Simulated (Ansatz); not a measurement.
Geometry optimisation, RKS BLYP/def2-SVP (Ansatz).

Input:

```yaml
crystal:
  periodic: [false, false, false]
  atoms:
    - { symbol: Al, position_ang: [0.071485, -0.586718, -0.32535] }
    - { symbol: H, position_ang: [-0.089167, 0.192193, 2.317932] }
    - { symbol: F, position_ang: [1.475233, 0.276566, -0.586436] }
    - { symbol: F, position_ang: [-1.364676, 0.022176, -0.92067] }
    - { symbol: "N", position_ang: [0.081935, -2.202037, 0.60006] }
    - { symbol: H, position_ang: [-0.68766, -2.868825, 0.514785] }
    - { symbol: H, position_ang: [0.959749, -2.683998, 0.804509] }
    - { symbol: H, position_ang: [-0.078899, -0.495458, 2.087869] }
basis:
  gaussian: { orbitals: def2-SVP }
hamiltonian:
  xc: blyp
relax:
  f_tol: 0.03
  max_steps: 50
```

Command:

```bash
$ ansatz run input.yaml --threads 1 --pin off --max-ram 2048MiB --backend cpu --events-out ev --progress --plain --runs-dir out
```

Question: Where does it end, and by what steps?

Answer: It converged. The force dipped under the threshold on the way, but the program's further checks kept it going. After 8 steps the energy has fallen by 0.207 eV; H2 moved furthest, 0.46 Å.

```csv
step,energy less start (eV),largest force component (eV/Å),accepted
0,0.0000,1.874,yes
1,-0.1450,0.827,yes
2,-0.1692,0.625,yes
3,-0.1860,0.416,yes
4,-0.1950,0.577,yes
5,-0.1990,0.494,yes
6,-0.2052,0.117,yes
7,-0.2061,0.017,yes
8,-0.2066,0.011,yes
```

```xyz
8
Properties=species:S:1:pos:R:3
Al 0.077 -0.657 -0.121
H -0.141 0.500 1.984
F 1.483 0.224 -0.332
F -1.373 0.036 -0.587
N 0.138 -2.351 0.393
H -0.670 -2.977 0.420
H 0.998 -2.868 0.590
H -0.144 -0.254 2.146
```

Whether the end is a true minimum wasn't checked by a vibrational analysis.

The run took 17 s on 1 thread of Arm Neoverse V2, on a shared host, peak memory 0.14 GiB.
